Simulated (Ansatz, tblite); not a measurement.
Cost and result up the ladder for AlGe24PH30, a doped nanocrystal cut from the lattice of germanium (Al and P 4.7 A apart) (56 atoms). Charge 0, multiplicity 1. Geometry: PBE-D4/def2-SVP.

Cartesian coordinates in Å:
```
Ge -1.123 -0.217 -2.809
Ge 2.762 -1.369 -2.949
Ge 1.700 2.337 -3.959
Ge -0.178 2.837 -0.573
Ge 3.721 1.772 -0.662
Ge -0.144 -3.906 -1.639
Ge -3.985 -2.693 -1.617
Ge -2.923 0.451 0.605
Ge -2.007 -3.230 1.861
Al 1.034 -0.860 0.738
Ge 1.825 2.549 2.825
Ge -1.001 0.040 4.097
Ge -2.047 3.705 2.752
Ge 1.009 -0.016 -4.004
Ge -1.841 -2.563 -2.798
Ge 1.957 -3.692 -2.900
Ge -0.718 0.449 -0.483
Ge 3.092 -0.606 -0.635
P 1.928 2.950 -1.687
Ge 0.131 3.863 1.634
Ge 3.903 2.841 1.548
Ge 0.156 -3.178 0.693
Ge -3.680 -1.882 0.676
Ge -2.686 1.341 2.878
Ge -1.743 -2.305 4.124
Ge 1.191 0.178 2.988
H -2.177 0.697 -3.515
H 4.047 -1.248 -3.832
H 0.664 3.368 -4.495
H 3.098 2.666 -4.560
H -1.021 3.723 -1.550
H 4.874 2.221 -1.622
H -0.597 -5.399 -1.752
H -5.051 -1.831 -2.359
H -4.489 -4.168 -1.609
H -3.940 1.325 -0.200
H -2.586 -4.677 1.992
H 2.044 3.252 4.204
H -0.961 0.578 5.565
H -3.098 4.531 1.950
H -1.917 4.344 4.166
H 0.878 -0.338 -5.527
H -1.999 -3.058 -4.272
H 1.756 -4.178 -4.369
H 3.073 -4.577 -2.266
H 4.435 -1.254 -0.154
H 2.330 4.326 -1.717
H 0.586 5.346 1.435
H 4.244 4.346 1.321
H 5.129 2.178 2.245
H 1.033 -4.290 1.360
H -5.045 -1.946 1.435
H -4.062 1.247 3.613
H -3.100 -2.400 4.888
H -0.705 -3.157 4.919
H 2.225 -0.425 3.998
```

Ansatz on 11 threads of AMD EPYC 7R13 on a shared host and a whole NVIDIA H100 80GB HBM3; xTB runs through tblite on one thread. Times are rough, summed over both states, and most runs start from the orbitals of an earlier one. PBE0-D4/def2-SVP serves as the yardstick here, not as an exact answer. The other state is a doublet.

The xTB rows come from tblite. Single mean-field runs in def2-SVP are fitted with def2-universal-jkfit.

Run but left out: PBE-D4/def2-SVP (charge +1 doublet: an occupied level 0.02 eV above an empty one).

Raw xTB energies of ions are shifted by several eV.

```tsv
level	functions	wall time
GFN1-xTB	294	2.1 s
GFN2-xTB	264	2.5 s
PBE0-D4/def2-SVP	954	70 s
r2SCANh-D4/def2-SVP (with forces)	954	77 s
```

(1) Estimate what each level gives for the vertical IE (eV).

## Answers

(1) 
| level | vertical IE (eV) | difference from PBE0-D4/def2-SVP (eV) |
| --- | --- | --- |
| GFN1-xTB | 12.65 | 5.25 |
| GFN2-xTB | 11.00 | 3.60 |
| PBE0-D4/def2-SVP | 7.40 | 0.00 |
| r2SCANh-D4/def2-SVP (with forces) | 7.30 | -0.10 |
